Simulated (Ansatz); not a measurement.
Relaxation of CH₂BO₂ (6 atoms, charge -1, multiplicity 1), to a largest force component of 0.015 eV/Å in at most 40 steps.

The calculation used Ansatz 0.2.0, RKS LDA/def2-SVP.

```xyz
6
Properties=species:S:1:pos:R:3
O -0.629 0.851 -1.012
C -0.733 -0.124 0.147
B 0.590 -0.149 0.891
O 0.490 -1.140 0.005
H -1.182 0.458 -1.694
H 1.464 0.104 1.663
```

Where does it end, and by what steps?

The run converged. Limits of this set-up: an anion without diffuse functions, the dipole of an ion depends on the origin. After 12 steps the energy has fallen by 0.504 eV; O4 moved furthest, 0.59 Å. Parted: C2–O4.

```tsv
step	energy less start (eV)	largest force component (eV/Å)	accepted
0	0.0000	1.554	yes
1	-0.1126	1.244	yes
2	-0.2029	0.667	yes
3	-0.2820	0.704	yes
4	-0.3926	1.046	yes
5	-0.4519	0.604	yes
6	-0.4858	0.475	yes
7	-0.4570	0.659	no
8	-0.5024	0.110	yes
9	-0.5034	0.075	yes
10	-0.5040	0.054	yes
11	-0.5043	0.027	yes
12	-0.5044	0.011	yes
```

```xyz
6
Properties=species:S:1:pos:R:3
O -0.566 0.741 -1.095
C -0.742 0.091 0.062
B 0.604 -0.343 0.718
O 0.896 -1.510 0.224
H -1.433 0.760 -1.558
H 1.241 0.261 1.649
```

The run took 12 s on 1 thread of Arm Neoverse V2 (shared host), peak memory 0.12 GiB.
